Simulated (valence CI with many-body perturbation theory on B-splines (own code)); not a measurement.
# Energy levels of Sn45+

Method: configuration interaction combined with many-body perturbation theory (CI+MBPT): three valence electrons over a frozen Dirac-Fock core [He], radial functions for each j: 11 s, 11 p, 10 d, 8 f, 5 g, 2 h, with the one-electron correlation potential Σ1, the two-electron term Σ2, the three-electron term Σ3, Breit, model QED; selected CI, second order for the rest, scaled by the run's own slope (own B-spline code, finite nucleus).

No measured spectrum was set against this ion. As an estimate, large intervals hold to a few tenths of a per cent, small ones and those within an open d or f shell to about a per cent.

Levels 136 to 180 of 185, with energies above the lowest level, (2s^2 2p1/2) J=1/2. "Leading %" is the weight of the configuration and term that name the level; weights of strongly mixed levels are sums over their largest components and can fall short, so below about 35 % the name and the second component can differ from the true leading terms, or belong to a minority configuration. In the jj column 3d3/2^4 stands for four electrons in 3d with j = 3/2. Lifetimes count E1, E2, E3, M1 and M2 decay at the calculated energies, and are blank where another channel may lead or the interval is too uncertain; long ones can be off by a factor of two.

```csv
No.,Configuration,Term,J,E (eV),Leading %,Second component,Lifetime,Leading jj
136,2s.2p.4s,2P°,1/2,6011.9,85,15 % 2s.2p.4s 4P°,38.3 fs,2s 2p1/2 4s (98 %)
137,2s.2p.4p,4D,3/2,6025.6,48,26 % 2s.2p.4p 2D,23.7 fs,2s 2p1/2 4p1/2 (98 %)
138,2s.2p.4p,4P,1/2,6032.3,47,20 % 2s.2p.4p 2S,34.2 fs,2s 2p1/2 4p1/2 (98 %)
139,2s.2p.4p,4P,3/2,6040.0,30,26 % 2s.2p.4p 2D,27.0 fs,2s 2p1/2 4p3/2 (100 %)
140,2s.2p.4d,4F°,3/2,6053.1,61,14 % 2s.2p.4d 2D°,13.5 fs,2s 2p1/2 4d3/2 (100 %)
141,2s.2p.4p,4D,5/2,6059.9,47,34 % 2s.2p.4p 2D,64.7 fs,2s 2p1/2 4p3/2 (98 %)
142,2s.2p.4p,2P,1/2,6059.9,48,17 % 2s.2p.4p 4P,13.3 fs,2s 2p1/2 4p3/2 (98 %)
143,2s.2p.4p,2D,3/2,6060.9,43,19 % 2s.2p.4p 4S,17.9 fs,2s 2p1/2 4p3/2 (98 %)
144,2s.2p.4d,4F°,5/2,6064.1,32,30 % 2s.2p.4d 4D°,7.84 fs,2s 2p1/2 4d5/2 (95 %)
145,2s.2p.4f,4G,5/2,6071.9,45,19 % 2s.2p.4f 4F,15.6 fs,2s 2p1/2 4f5/2 (100 %)
146,2s.2p.4d,4F°,5/2,6072.5,31,25 % 2s.2p.4d 2D°,17.1 fs,2s 2p1/2 4d3/2 (91 %)
147,2s.2p.4d,4D°,3/2,6075.8,24,19 % 2s.2p.4d 4P°,7.08 fs,2s 2p1/2 4d3/2 (95 %)
148,2s.2p.4f,4F,7/2,6076.3,26,24 % 2s.2p.4f 4D,15.8 fs,2s 2p1/2 4f7/2 (100 %)
149,2s.2p.4d,4D°,1/2,6076.6,59,34 % 2s.2p.4d 2P°,5.42 fs,2s 2p1/2 4d3/2 (98 %)
150,2s.2p.4d,4F°,7/2,6083.6,40,34 % 2s.2p.4d 2F°,7.61 fs,2s 2p1/2 4d5/2 (98 %)
151,2s.2p.4d,2F°,5/2,6086.4,48,23 % 2s.2p.4d 4P°,7.51 fs,2s 2p1/2 4d5/2 (96 %)
152,2s.2p.4d,2D°,3/2,6086.5,41,37 % 2s.2p.4d 2P°,7.74 fs,2s 2p1/2 4d5/2 (94 %)
153,2s.2p.4f,4G,7/2,6091.8,36,31 % 2s.2p.4f 2G,15.6 fs,2s 2p1/2 4f5/2 (98 %)
154,2s.2p.4f,4F,3/2,6092.2,53,34 % 2s.2p.4f 2D,15.5 fs,2s 2p1/2 4f5/2 (98 %)
155,2s.2p.4f,4G,5/2,6092.5,32,20 % 2s.2p.4f 2F,15.5 fs,2s 2p1/2 4f5/2 (97 %)
156,2s.2p.4f,4G,9/2,6096.1,36,35 % 2s.2p.4f 2G,15.8 fs,2s 2p1/2 4f7/2 (98 %)
157,2s.2p.4f,2D,5/2,6096.9,36,31 % 2s.2p.4f 2F,15.8 fs,2s 2p1/2 4f7/2 (97 %)
158,2s.2p.4f,2G,7/2,6097.0,35,33 % 2s.2p.4f 4D,15.9 fs,2s 2p1/2 4f7/2 (98 %)
159,2p2.4s,4P,1/2,6169.5,48,26 % 2p2.4s 2S,40.1 fs,2p1/2^2 4s (97 %)
160,2p2.4p,2P°,1/2,6186.3,42,40 % 2p2.4p 4D°,17.2 fs,2p1/2^2 4p1/2 (97 %)
161,2p2.4p,2P°,3/2,6220.3,31,21 % 2p2.4p 4D°,17.6 fs,2p1/2^2 4p3/2 (97 %)
162,2p2.4d,2D,3/2,6232.4,39,34 % 2p2.4d 4F,19.9 fs,2p1/2^2 4d3/2 (98 %)
163,2p2.4d,2D,5/2,6244.6,32,19 % 2p2.4d 4D,7.74 fs,2p1/2^2 4d5/2 (98 %)
164,2s.2p.4s,4P°,5/2,6246.8,100,,39.9 fs,2s 2p3/2 4s (100 %)
165,2p2.4f,2F°,5/2,6250.0,38,31 % 2p2.4f 4G°,15.7 fs,2p1/2^2 4f5/2 (98 %)
166,2s.2p.4s,2P°,3/2,6252.4,82,18 % 2s.2p.4s 4P°,30.9 fs,2s 2p3/2 4s (100 %)
167,2p2.4f,2F°,7/2,6254.6,33,18 % 2p2.4f 2G°,16.0 fs,2p1/2^2 4f7/2 (98 %)
168,2s.2p.4p,4P,3/2,6268.9,45,26 % 2s.2p.4p 4S,33.2 fs,2s 2p3/2 4p1/2 (100 %)
169,2s.2p.4p,2D,5/2,6270.1,40,38 % 2s.2p.4p 4D,21.2 fs,2s 2p3/2 4p1/2 (100 %)
170,2s.2p.4p,4D,7/2,6296.8,100,,67.9 fs,2s 2p3/2 4p3/2 (100 %)
171,2s.2p.4p,2P,3/2,6298.9,54,30 % 2s.2p.4p 4S,17.6 fs,2s 2p3/2 4p3/2 (100 %)
172,2s.2p.4p,4P,5/2,6302.5,53,45 % 2s.2p.4p 2D,21.7 fs,2s 2p3/2 4p3/2 (99 %)
173,2s.2p.4p,2S,1/2,6304.5,52,30 % 2s.2p.4p 2P,14.9 fs,2s 2p3/2 4p3/2 (99 %)
174,2s.2p.4s,2P°,1/2,6307.2,92,7 % 2s.2p.4s 4P°,26.0 fs,2s 2p3/2 4s (98 %)
175,2s.2p.4s,2P°,3/2,6308.1,82,17 % 2s.2p.4s 4P°,35.1 fs,2s 2p3/2 4s (97 %)
176,2s.2p.4d,4D°,5/2,6314.5,46,21 % 2s.2p.4d 4F°,7.11 fs,2s 2p3/2 4d3/2 (99 %)
177,2s.2p.4d,4P°,3/2,6315.6,45,41 % 2s.2p.4d 4D°,6.55 fs,2s 2p3/2 4d3/2 (99 %)
178,2s.2p.4d,4F°,7/2,6315.8,49,30 % 2s.2p.4d 4D°,8.41 fs,2s 2p3/2 4d3/2 (85 %)
179,2s.2p.4d,4P°,1/2,6316.3,85,13 % 2s.2p.4d 4D°,7.23 fs,2s 2p3/2 4d3/2 (99 %)
180,2s.2p.4d,4F°,9/2,6319.6,100,,31.2 fs,2s 2p3/2 4d5/2 (100 %)
```
